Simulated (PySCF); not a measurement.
The scaffold allyl-X carries different groups X. All species are isolated molecules in the gas phase. One relaxed conformer stands for each flexible species; it need not be the lowest. Strings in code marks are SMILES.

The LUMO from two functionals at the same geometries (B3LYP-D3(BJ)/def2-TZVP), both in PySCF: PBE-D3(BJ)/def2-TZVP and B3LYP-D3(BJ)/def2-TZVP. B3LYP has the VWN-RPA correlation part, as in Gaussian. 

```json
[
 {"species": "X = hydroxy", "PBE-D3(BJ)/def2-TZVP (eV)": "-0.79"},
 {"species": "X = methoxy", "PBE-D3(BJ)/def2-TZVP (eV)": "-0.96"},
 {"species": "X = formyl (`C=CCC=O` (C–C–C–C torsion 120°, C–C–C–O torsion -131°))", "PBE-D3(BJ)/def2-TZVP (eV)": "-2.07"},
 {"species": "X = mercapto (`SCC=C` (C–C–C–S torsion -117°, C–C–S–H torsion 57°))", "PBE-D3(BJ)/def2-TZVP (eV)": "-1.19"},
 {"species": "X = vinyl (`C(CC=C)=C` (C–C–C–C torsion 122°, C–C–C–C torsion -122°))", "PBE-D3(BJ)/def2-TZVP (eV)": "-1.01"},
 {"species": "X = hydroxymethyl (`C=CCCO`)", "PBE-D3(BJ)/def2-TZVP (eV)": "-1.04"}
]
```

**Question.** What does B3LYP-D3(BJ)/def2-TZVP give for each?

**Answer.** 
- X = hydroxy: -0.01
- X = methoxy: -0.13
- X = formyl (`C=CCC=O` (C–C–C–C torsion 120°, C–C–C–O torsion -131°)): -1.17
- X = mercapto (`SCC=C` (C–C–C–S torsion -117°, C–C–S–H torsion 57°)): -0.39
- X = vinyl (`C(CC=C)=C` (C–C–C–C torsion 122°, C–C–C–C torsion -122°)): -0.23
- X = hydroxymethyl (`C=CCCO`): -0.27
Over these rows, drawn at random from the members with no instability flagged (it was tested for open shells, ions and some series alone), PBE minus B3LYP-D3(BJ): mean -0.81 eV, from -0.90 eV to -0.78 eV.
